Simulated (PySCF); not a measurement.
**Checking a proposed structure**

A compound C$_{5}$H$_{9}$N$_{3}$ gives the data below (simulated from a calculation) and was assigned the structure `CCCn1nccn1`.

13C{1H} NMR (computed): δ 136.0 (CH), 128.5 (CH), 54.7 (CH), 26.5 (CH3, 2C).

1H NMR (400 MHz, computed): δ 7.68 (m, 1H), 7.35 (m, 1H), 4.36 (sept, 1H), 1.74 (d, 6H).

In vacuum, rapidly exchanging positions averaged, relativity neglected, one conformer. GFN2-xTB structure; PBE0/pcSseg-1 with gauge-including orbitals; PySCF 2.14.0 with density-fitted response routines.

Scale: 1H and 13C against TMS (reference shieldings calculated alike).

(1) Compare with the shifts computed for the proposed structure, pairing carbons in order of shift.

(2) Which isomer fits?

Results:

(1) Atoms are numbered as in `[CH3:1][CH2:2][CH2:3][n:4]1[n:5][cH:6][cH:7][n:8]1` (H(Xn): hydrogen on atom n).

```csv
atom,computed for proposal,given list,difference
C6,138.5,136.0,+2.5
C7,138.5,128.5,+10.0
C3,57.7,54.7,+3.0
C2,29.3,26.5,+2.8
C1,13.7,26.5,-12.8
```

The rms difference is 7.6 ppm and the largest -12.8 ppm at C1 (methyl carbon). The carbon types in order of shift don't match either: CH, CH, CH2, CH2, CH3 for the proposal against CH, CH, CH, CH3, CH3 in the data. The proposal doesn't fit.

(2) `n1ccn(C(C)C)n1`.

1. Carbon types of the structure: 3 × CH, 2 × CH3, which accounts for all hydrogens.
2. δC 136.0, 128.5: aromatic CH next to a ring nitrogen.
3. δC 54.7: sp3 CH bonded to N; deshielded by the electronegative neighbour.
4. δH 7.68, 7.35: hydrogen on an aromatic CH next to a ring nitrogen; aromatic region.
5. δH 4.36: hydrogen on an sp3 CH bonded to N; its carbon carries N, an electronegative neighbour.

Other isomers checked: CC(C)n1cnnc1 (rms 7.7 ppm); CCn1cc(C)nn1 (rms 9.5 ppm).

The data come from this structure; uniqueness wasn't tested.

Shifts are as computed. Against solution values, carbons near 30 ppm lie about +3 ppm off and those near 130 ppm about +5 ppm. Of 1211 compounds with measured shifts, 218 miss one by over three times the rms of a fit or turn the order of signals round; such compounds aren't used in these exercises. Multiplicities follow the n + 1 count of equivalent neighbours, as no J values were calculated; m marks all less simple cases, F and P coupling included.
